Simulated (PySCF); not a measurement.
Compound: C5H13NSi.
Z-matrix (Å and degrees, GFN2-xTB geometry), rows numbered from 1:
```
C 
C   1  1.3234
Si  2  1.8870  1  125.00
C   3  1.9017  2  111.24  1   -99.29
C   4  1.5220  3  111.83  2    57.62
N   3  1.7230  2  105.77  1   146.01
C   6  1.4432  3  122.43  2   -58.21
H   1  1.0803  2  122.86  3   178.80
H   1  1.0785  2  121.61  3    -1.25
H   2  1.0846  1  118.07  3  -178.75
H   3  1.4791  2  108.74  1    21.01
H   4  1.0907  3  110.23  2   179.00
H   4  1.0904  3  110.06  2   -63.75
H   5  1.0893  4  111.31  3  -179.41
H   5  1.0876  4  110.45  3   -59.15
H   5  1.0876  4  110.64  3    60.30
H   6  1.0091  3  117.90  2   156.16
H   7  1.0875  6  108.57  3    36.41
H   7  1.0956  6  112.68  3   -83.28
H   7  1.0917  6  110.18  3   155.48
```

Computed at PBE0/pcSseg-1 (PySCF, non-relativistic), with Q(14N) = 0.02044 b: N6, 14N (I = 1): χzz = -4.986 MHz, η = 0.391.

Q: Where would the pure quadrupole (NQR) lines of 14N at N6 fall for the rigid, isolated species?

A: From ν± = (3/4)|χ|(1 ± η/3) and ν0 = |χ|η/2: ν+ 4.226 MHz, ν− 3.252 MHz, ν0 0.974 MHz (silicon-bound nitrogen).

In a crystal, neighbours and librations shift these lines. GFN2-xTB bond lengths can be off by several hundredths of an ångström, more for odd bonds, and the gradients follow them. With so small a basis the couplings can be 20 % off.

One conformer stands for the species.
